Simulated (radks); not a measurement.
Isoelectronic series with 51 electrons, all held in the configuration [Kr] 4d10 5s2 5p3, which need not be the ground one along the series. Calculated with a radial shooting solver on a logarithmic mesh with Libxc functionals: scalar-relativistic Kohn-Sham, PBEsol, spin-polarised, spherical densities, finite nucleus; open shells are filled with parallel spins first (spin-orbit coupling, left out, can overturn this in heavy ions); Fermi nuclear charge, rms radius of each element as measured or else 0.836 A^(1/3) + 0.57 fm. Total energies (hartree) and mean radii <r> (bohr):

ion    E (hartree)   5p up  5s down   5s up  4d down
Sb     -6478.49949   2.868    2.209   2.232    1.027
Xe3+   -7441.64141   1.998    1.738   1.748   0.8701
La6+    -8481.4077   1.618    1.459   1.465   0.7600
Nd9+    -9598.9203   1.380    1.268   1.273   0.6771
Eu12+  -10795.5585   1.211    1.126   1.129   0.6117
Dy15+  -12073.0078   1.083    1.014   1.017   0.5585
Tm18+  -13433.1545  0.9814   0.9233  0.9253   0.5143
Hf21+  -14877.9780  0.8982   0.8476  0.8493   0.4767
